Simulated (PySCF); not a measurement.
Isomers of C4H6BN, one conformer each. Computed with core-valence-separated Tamm–Dancoff BHandHLYP/aug-pcX-1 (pcseg-1 on H) in PySCF, non-relativistic, gas phase, PBE0-D3(BJ)/def2-SVP geometry. No shift to experiment was applied.

P. `[BH3-][N+]#CCC#C`
Q. `B1C=CC=CN1`

Main lines, eV (oscillator strength):
1. C K: 283.5 (0.064), 283.8 (0.067), 283.8 (0.050), 283.9 (0.048), 284.4 (0.067); N K: 398.1 (0.061), 398.3 (0.061); B K: 188.8 (0.003), 189.7 (0.006), 189.8 (0.005), 189.8 (0.002), 190.2 (0.006)
2. C K: 282.0 (0.050), 282.6 (0.061), 283.4 (0.048), 283.6 (0.069), 284.6 (0.007); N K: 398.6 (0.038), 400.2 (0.019); B K: 187.1 (0.068), 189.1 (0.007), 189.9 (0.008)
Listed: the first five lines at most of each edge with a tenth or more of its strongest line's intensity; roots within 0.03 eV on the same or equivalent atoms are summed. Only the lowest roots were sought, and the top ones are left out.

Problem. Which spectrum belongs to which isomer?

Solution. 1 = P, 2 = Q.
- P: first C line listed at 283.5 eV, hole on the terminal alkyne carbon (1s→π*); first N line listed at 398.1 eV, hole on the nitrogen bonded to B and C (1s→π*); first B line listed at 188.8 eV, hole on the four-coordinate boron.
- Q: first C line listed at 282.0 eV, hole on the unsaturated ring CH carbon (1s→π*); first N line listed at 398.6 eV, hole on the ring nitrogen; first B line listed at 187.1 eV, hole on the ring boron.

Problem. What are the ground-state energies of the isomers at BHandHLYP/aug-pcX-1 (pcseg-1 on H), relative to the lowest?

Solution. P 411.6, Q 0.0 kJ/mol (electronic energies on these geometries, no dispersion or zero-point terms).
